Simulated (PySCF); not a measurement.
## Ni²⁺: excitation energy

Ni²⁺ [Ar] 3d8 (3F) → Ni²⁺ [Ar] 3d7 4p1 (high-spin determinant), as a difference of total energies. Computed with PySCF 2.14 in def2-TZVPPD, with the non-relativistic Hamiltonian (point nucleus). Correlated levels: valence: [Ar] frozen. The calculations carry no spin-orbit coupling.

```json
{"method": "UHF", "excitation energy (eV)": "12.251"}
{"method": "MP2 (valence)", "excitation energy (eV)": "14.032"}
{"method": "SCS-MP2 (valence)", "excitation energy (eV)": "14.117"}
{"method": "CCSD (valence)", "excitation energy (eV)": "13.725"}
{"method": "CCSD(T) (valence)", "excitation energy (eV)": "13.772"}
```

Task: How much does correlation contribute at CCSD(T) (valence)?

Result: 13.772 − (12.251) = 1.521 eV, measured against UHF.

A first-order spin-orbit estimate (lowest level to lowest level, LS coupling) adds 0.030 eV.

The determinant of the upper state mixes LS terms, which raises its energy above the lowest term, most at the Hartree-Fock and MP2 levels.
